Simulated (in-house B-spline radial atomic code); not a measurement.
## Ionising Ni3+ with different functionals

Computed with an all-electron radial atomic-structure program (B-spline basis): four-component Dirac-Coulomb Hamiltonian, Fermi nucleus of rms radius 3.7757 fm, spin-restricted, spherical fractional occupations for the functionals, and exact exchange of hybrids averaged over the configuration. The ionisation energy is the difference of two self-consistent energies, [Ar] 3d7 → [Ar] 3d6, without Breit or QED terms; ε is the level of the shell that loses the electron (mean over j). The electron is taken from both j subshells in proportion to 2j + 1, so the result is a j average, not the step between ground levels.

```tsv
method	rung	ΔSCF (eV)	-ε(3d) (eV)
BHandHLYP	global hybrid	?	?
PBE0	global hybrid	57.24	50.11
B3LYP	global hybrid	?	?
HSE06	range-separated hybrid	57.22	49.67
```

Q: What does BHandHLYP give?

A: ΔSCF 56.91 eV, and -ε(3d) = 53.17 eV.

Q: What does B3LYP give?

A: ΔSCF 57.47 eV, and -ε(3d) = 49.67 eV.

Q: Among the functionals, which spreads more, the ΔSCF values or the orbital energies?

A: The orbital energies: ΔSCF values span about 0.56 eV and the orbital energies 3.50 eV; here energy differences depend much less on the functional than eigenvalues do.

Q: How do they compare with the NIST value?

A: NIST lists 54.9 eV ± 0.25 (semi-empirical, ground level to ground level). Errors run from +1.99 to +2.55 eV. The correlated functionals all miss on the same side by more than they spread, so the cause is common to them (Breit-QED terms, spin polarisation, the choice among j levels, multiplet and fine-structure energies, or a listed next ion that isn't the cheapest removal here) and closeness doesn't rank the functionals.
